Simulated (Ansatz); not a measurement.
`CC(C)O[SiH]` and `CC(C)[O][AlH2]` differ in one atom or group.

Ansatz, PBE0-D4/def2-TZVP geometries, multiplicity 1. Each molecule was computed in one conformer, which needn't be the lowest.

```json
{"property": "ideal-gas entropy at 298 K and 1 bar (rigid rotor, harmonic PBE0-D4/def2-TZVP) / J/(mol·K)", "`CC(C)O[SiH]`": "340"}
{"property": "size of the dipole moment (B3LYP/def2-TZVPP) / D", "`CC(C)O[SiH]`": "1.54"}
{"property": "HOMO energy (B3LYP/def2-TZVPP) / eV", "`CC(C)O[SiH]`": "-6.15"}
{"property": "HOMO–LUMO gap (B3LYP/def2-TZVPP) / eV", "`CC(C)O[SiH]`": "4.05"}
{"property": "LUMO energy (PBE0/def2-TZVPP) / eV", "`CC(C)O[SiH]`": "-1.92"}
{"property": "HOMO energy (ωB97M-V/def2-TZVPP) / eV", "`CC(C)O[SiH]`": "-8.44"}
```

Q: Give the same properties after the change, and the shifts. (Estimate.)

A: Computed: 
| property | `CC(C)[O][AlH2]` | shift |
| --- | --- | --- |
| ideal-gas entropy at 298 K and 1 bar (rigid rotor, harmonic PBE0-D4/def2-TZVP) / J/(mol·K) | 359 | 19 |
| size of the dipole moment (B3LYP/def2-TZVPP) / D | 1.20 | -0.34 |
| HOMO energy (B3LYP/def2-TZVPP) / eV | -7.62 | -1.47 |
| HOMO–LUMO gap (B3LYP/def2-TZVPP) / eV | 6.51 | 2.46 |
| LUMO energy (PBE0/def2-TZVPP) / eV | -0.90 | 1.02 |
| HOMO energy (ωB97M-V/def2-TZVPP) / eV | -10.12 | -1.68 |

With PBE0 the HOMO falls by 1.50 eV and the LUMO rises by 1.02 eV, so the gap widens by about 2.52 eV. PBE moves the HOMO by -1.20 eV and ωB97M-V by -1.68 eV. The zero-point energy changes by 15.7 kJ/mol with +3 modes. Dipoles are sizes alone; their direction can turn. Modes under 60 cm⁻¹, often nearly free rotors, make the harmonic entropy too high.

B3LYP here is the variant with VWN-RPA as its local correlation; programs differ in this.
